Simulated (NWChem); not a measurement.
Species: CH4Cl2Sn; SMILES [Cl][SnH]([Cl])[CH3]

All runs: NWChem. Coordinates come from a PBE0/def2-SVP optimisation. def2 effective core potentials on Sn; no spin-orbit coupling. Level M06-L/def2-SVP: energy and gradient on several grids; changes count from the extra-fine grid, which is no exact limit either.

```tsv
grid	size of the energy change (μHa)	largest change of a gradient component (μHa/bohr)
xcoarse	5000	20000
coarse	300	2000
medium	30	500
fine	< 10	70
xfine	< 10	< 30
```
